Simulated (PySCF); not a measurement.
Isomers of C4H12Ge and their computed core-level spectra.

Computed, not measured: delta-SCF UKS SCAN, pcX-2 on the ionised atom, pcseg-1 elsewhere, spin-free X2C (PySCF). Geometries: PBE0-D3(BJ)/def2-SVP; isolated species, one conformer each.

Line lists (1s up to Mg, 2p3/2 beyond, nothing for Ge; areas count atoms within a level, one atom standing for each set equivalent by bonding):
1. C 1s: 289.79 eV
2. C 1s: 289.91 (area 1), 289.92 (area 2), 290.53 (area 1) eV
3. C 1s: 290.16 (area 1), 290.49 (area 1), 290.50 (area 1), 290.55 (area 1) eV

Structures:
A. `[CH3][Ge]([CH3])([CH3])[CH3]`
B. `[CH3][GeH]([CH3])[CH2]C`
C. `CCC[CH2][GeH3]`

Task: Which list belongs to which compound?

Result: 
- 1 = A: no other candidate has these counts of sites. C 1s: 289.79 sp3 carbon bound to germanium (×4).
- 2 = B: no other candidate has these counts of sites. C 1s: 289.91 sp3 carbon bound to germanium, 289.92 sp3 carbon bound to germanium (×2), 290.53 methyl carbon.
- 3 = C: no other candidate has these counts of sites. C 1s: 290.16 sp3 carbon bound to germanium, 290.49 chain CH2 carbon, 290.50 chain CH2 carbon, 290.55 methyl carbon.
